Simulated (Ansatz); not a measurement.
`F[Si]([SiH3])(Cl)Cl` + H–F → `F[Si](F)([SiH3])Cl` + HCl at 600 K and 1 bar (ligand exchange at the Si–Cl bond).

Isolated molecules relaxed with PBE0-D4/def2-TZVP in Ansatz; ΔE leaves out vibrations. CCSD(T)/CBS adds triple-zeta CCSD(T) − MP2 to the extrapolated MP2 energy (def2 sets, frozen cores). This one scheme is used for every species.

```
              species  CCSD(T)/CBS energy (Eh)  H − E (kJ/mol)  S (J/(mol·K))
`F[Si]([SiH3])(Cl)Cl`              -1599.47838           146.5          465.0
                  H–F               -100.39570            42.3          194.0
 `F[Si](F)([SiH3])Cl`              -1239.50998           147.9          451.2
                  HCl               -460.38127            35.4          207.2
```

H − E and S are ideal-gas, rigid-rotor, harmonic terms from PBE0-D4/def2-TZVP. 1 Eh = 2625.50 kJ/mol, R = 8.31446 J/(mol·K).

Task: By hand: ΔE, ΔH, ΔS and ΔG.

Result: ΔE = (-1239.50998) + (-460.38127) − (-1599.47838) − (-100.39570) = -0.01717 Eh = -45.1 kJ/mol. Δ(H − E) = 147.9 + 35.4 − 146.5 − 42.3 = -5.5, so ΔH = -50.6 kJ/mol. ΔS = 451.2 + 207.2 − 465.0 − 194.0 = -0.6 J/(mol·K). ΔG = -50.6 − 600 × (-0.6)/1000 = -50.2 kJ/mol.

Task: By hand: the equilibrium constant, and the temperature at which ΔG would vanish if ΔH and ΔS stayed fixed.

Result: log₁₀ K = −ΔG/(RT ln 10) = 4.4. ΔG = 0 at ΔH/ΔS = 84333 K, far beyond where these terms or the molecules hold.

The number of gas molecules stays the same, so ΔS is small and ΔH decides. A doubt of 5 kJ/mol in ΔE shifts log₁₀ K by 0.4 here. These are equilibria of isolated gas molecules and say nothing of rates. Largest T1 diagnostic: 0.012 (customary marks: 0.02 for closed shells, 0.045 for open ones).
